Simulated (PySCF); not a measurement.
Species: C5H9N2P.
Atom-mapped SMILES: `[CH3:1][NH:2][P:3]1(=[NH:4])[CH:5]=[CH:6][CH:7]=[CH:8]1` (hydrogens: H9, H10, H11 on C1; H12 on N2; H13 on N4; H14 on C5; H15 on C6; H16 on C7; H17 on C8)

Method: TDDFT CAM-B3LYP/def2-SVPD, vertical, gas phase, core orbitals frozen in the response (PySCF). The structure is a single GFN2-xTB conformer in the gas phase; no vibrational or solvent corrections. Torsions of this conformer, `[CH3:1][NH:2][P:3]1(=[NH:4])[CH:5]=[CH:6][CH:7]=[CH:8]1`: C1–N2–P3–N4 -47°.

Computed singlets:

```tsv
state	E (eV)	f
S1	3.46	0.0002
S2	4.56	0.043
S3	5.04	0.047
S4	5.13	0.030
S5	6.37	0.029
S6	6.70	0.0011
S7	6.88	0.011
S8	7.02	0.0021
```

Q: How much of the mean static polarisability do these states give, one by one?

A: Each state adds f / ΔE² (ΔE in hartree, 27.2114 eV).

```csv
state,f/ΔE² (au),running sum (au),running share of α (%)
S1,0.01,0.01,0.0
S2,1.54,1.55,1.7
S3,1.38,2.94,3.2
S4,0.83,3.77,4.1
S5,0.53,4.31,4.6
S6,0.02,4.32,4.6
S7,0.18,4.50,4.8
S8,0.03,4.53,4.9
```

The full response gives 93.03 au (13.79 Å³), so 88.5 au comes from the higher roots of the same equations.

Q: By how much does the contribution of these states grow at 632.8 nm?

A: With ω = 0.0720 hartree each state's term in the mean polarisability goes from f / ΔE² to f / (ΔE² − ω²); the sum over all 8 states goes from 4.53 to 5.35 au, a rise of 0.82 au.

The largest single term belongs to S2, although S3 has the larger f: the term falls with the square of the energy.

A one-level model with all 44 active electrons at a single energy would need ΔE = √(N/α) = 18.7 eV to give this α, against S1 at 3.46 eV.
